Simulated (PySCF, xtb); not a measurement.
ethylenediamine cation (C2H8N2), SMILES NCCN (connectivity only; charge and spin as stated), charge +1, multiplicity 2. One conformer was computed; it need not be the lowest.

Harmonic wavenumbers (cm⁻¹) from GFN2-xTB (xtb) at its own minimum, in rising order: 108, 308, 329, 359, 379, 514, 522, 695, 829, 866, 970, 1119, 1197, 1234, 1253, 1253, 1254, 1269, 1406, 1413, 1473, 1474, 2972, 2979, 2990, 3001, 3426, 3435, 3482, 3482.

Task: What does PBE-D3(BJ)/def2-SVP (PySCF) give at its own minimum? (Estimate from the structure and the level; the computed values follow.)

Result: 123, 294, 334, 376, 413, 492, 504, 601, 782, 849, 982, 1132, 1135, 1225, 1232, 1249, 1298, 1308, 1417, 1432, 1571, 1576, 3017, 3021, 3106, 3120, 3460, 3472, 3582, 3583. Paired by order, the mean absolute difference is 44 cm⁻¹ and the zero-point energies are 65.7 and 66.7 kcal/mol.
